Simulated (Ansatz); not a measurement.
Computed with Ansatz on PBE0-D4/def2-TZVP structures; ΔE is electronic, products minus reactants. CCSD(T)/CBS is the MP2 limit (def2-TZVPP, def2-QZVPP) plus CCSD(T) − MP2 in def2-TZVPP, frozen cores. This one scheme is used for every species. Functionals use def2-TZVPP. B3LYP here is the variant with VWN-RPA as its local correlation; programs differ in this. For Ge outer-core shells are correlated without core-valence functions, which leaves a few kJ/mol of doubt a bond. Scalar relativity is left out up to krypton. One conformer a species, not always the lowest.

`[F][GeH2][SiH2]S` + H₂O → `[OH][GeH2][SiH2]S` + H–F  (formal hydrolysis of a Ge–F bond)

| level | ΔE (kJ/mol) | difference from CCSD(T)/CBS |
| --- | --- | --- |
| PBE-D4 | 28.4 | 3.7 |
| r2SCAN-D4 | 30.8 | 6.1 |
| PBE0-D4 | 27.0 | 2.3 |
| B3LYP-D4 | 30.9 | 6.2 |
| ωB97X-V | 30.5 | 5.8 |
| B2PLYP | 30.8 | 6.1 |
| r2SCAN | 31.6 | 6.9 |
| PBE0 | 29.9 | 5.2 |
| B3LYP | 36.4 | 11.7 |
| HF/def2-TZVPP | 40.6 | 15.9 |
| SCS-MP2/def2-TZVPP | 25.5 | 0.8 |
| CCSD/def2-TZVPP | 26.3 | 1.6 |
| CCSD(T)/def2-TZVPP | 24.1 | -0.6 |
| MP2/def2-QZVPP | 21.5 | -3.2 |
| SCS-MP2/def2-QZVPP | 26.8 | 2.1 |
| CCSD/CBS(def2) | 26.9 | 2.2 |
| CCSD(T)/CBS | 24.7 | 0 |

Largest T1 diagnostic among the species: 0.012.

In def2-TZVPP, CCSD(T) changes the Hartree–Fock value by −16.5 kJ/mol (the triples alone add −2.2 kJ/mol) and MP2 by −20.2 kJ/mol. The D4 term adds −5.5 kJ/mol with B3LYP and −2.8 kJ/mol with PBE0; it sums over pairs of atoms, weighted by their polarisabilities, and B3LYP, whose exchange is more repulsive, gets the larger term.
